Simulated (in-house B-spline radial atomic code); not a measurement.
Values are calculated unless marked as measured or tabulated.
## Weak and strong correlation along the adiabatic connection

Two-electron singlets in several external potentials (atomic units), by full CI in B-splines with partial waves to l = 8 (correlation energies up to 0.6 % small). The repulsion is scaled by λ at fixed density; W(λ) is the mean repulsion less the Hartree energy, W(0) = E_x, and the area under W from 0 to 1 is E_xc.

One system gave this curve:

| λ | W (hartree) |
| --- | --- |
| 0 | -0.37552 |
| 0.02 | -0.37741 |
| 0.05 | -0.38016 |
| 0.12 | -0.3862 |
| 0.25 | -0.39619 |
| 0.4 | -0.40603 |
| 0.6 | -0.41694 |
| 0.8 | -0.42591 |
| 1 | -0.43339 |
| 1.4 | -0.44515 |
| 2 | -0.45763 |
| 3 | -0.47102 |
| 4.5 | -0.48298 |
| 7 | -0.49417 |
| 10 | -0.50182 |

Which system is it?
A. −V exp(−r²/w²), V = 1.02, w = 3.43
B. −Z/r, Z = 3.5
C. −Z/r, Z = 7.27, wall at 1.73 bohr
D. −Z/r, Z = 0.552, wall at 1.44 bohr

A. The exchange energy sets the size: −V exp(−r²/w²), V = 1.02, w = 3.43: E_x = -0.376, E_c = -0.0339; −Z/r, Z = 7.27, wall at 1.73 bohr: E_x = -4.32, E_c = -0.0451; −Z/r, Z = 3.5: E_x = -1.96, E_c = -0.0438; −Z/r, Z = 0.552, wall at 1.44 bohr: E_x = -1.27, E_c = -0.0469 hartree.
